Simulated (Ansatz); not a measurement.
Basis-set extrapolation for CH₆BNOSi (`B/N=C(/O)[SiH3]`) (PBE0-D4/def2-TZVP geometry, frozen core, Ansatz 0.2.0). Multiplicity 1, RHF reference.

```csv
,def2-TZVPP,def2-QZVPP
HF,-484.383456,-484.401448
MP2 correlation,-0.822227,-0.881508
CCSD(T) correlation,-0.898581,not run
```

Energies in hartree. Use E(X) = E(∞) + A·exp(−7.88·√X) for Hartree–Fock and E(X) = E(∞) + B·X^(−2.97) for correlation, with X = 3 and 4, and add CCSD(T) minus MP2 of the smaller set to the MP2 limit.

What is the CCSD(T) energy at the basis-set limit?

HF limit: -484.401448 + (-0.017992) × 0.13774 = -484.40393. MP2 limit: -0.881508 + (-0.059281) × 0.74074 = -0.92542. Higher-order term: -0.898581 − (-0.822227) = -0.07635. Total: -485.40570 hartree, 3.37 eV below CCSD(T)/def2-TZVPP.
